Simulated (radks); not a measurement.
Results of a calculation; reference values are marked as such.
Q: Ionisation of Tb+, [Xe] 4f9 6s1, to Tb2+, [Xe] 4f9, under several functionals. Scalar-relativistic Kohn-Sham, spin-polarised, spherical densities, finite nucleus; open shells are filled with parallel spins first (spin-orbit coupling, left out, can overturn this in heavy ions); a radial shooting solver on a logarithmic mesh with Libxc functionals. The NIST Atomic Spectra Database gives 11.51 eV (semi-empirical). Rank these functionals by the error of their Delta-SCF ionisation energy: RPBE; TASK exchange with Perdew-Wang LDA correlation; revPBE; r2SCAN; AM05; SOGGA; XLYP; MS2 meta-GGA; BP86.

A: From best to worst: r2SCAN 11.550 eV (+0.037); SOGGA 11.644 eV (+0.131); revPBE 11.674 eV (+0.161); AM05 11.694 eV (+0.181); RPBE 11.697 eV (+0.184); MS2 meta-GGA 11.699 eV (+0.186); BP86 11.845 eV (+0.332); XLYP 11.903 eV (+0.390); TASK exchange with Perdew-Wang LDA correlation 10.622 eV (-0.891). Open shells are spherical and high-spin; term and fine-structure splittings are not resolved. Spin-orbit splitting is averaged out at the scalar-relativistic level.
